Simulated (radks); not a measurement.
The numbers below are computed, except where a source is named.
Species: the selenium ion Se4+. Configuration: [Ar] 3d10 4s2. Code: a radial shooting solver on a logarithmic mesh with Libxc functionals. Model: Dirac Kohn-Sham, OLYP, spin-unpolarised, spherical densities, finite nucleus; Fermi nuclear charge, rms radius 4.14 fm.

Spin-orbit splittings of the eigenvalues, e(l+1/2) - e(l-1/2), with zeta = 2 splitting/(2l+1) and mean radii in bohr:

shell  occ.  splitting (eV)  zeta (eV)  <r> j=l-1/2  <r> j=l+1/2
2p        6           41.77      27.85       0.1685       0.1722
3p        6           5.896      3.930       0.5807       0.5911
3d       10          0.9120     0.3648       0.6185       0.6225
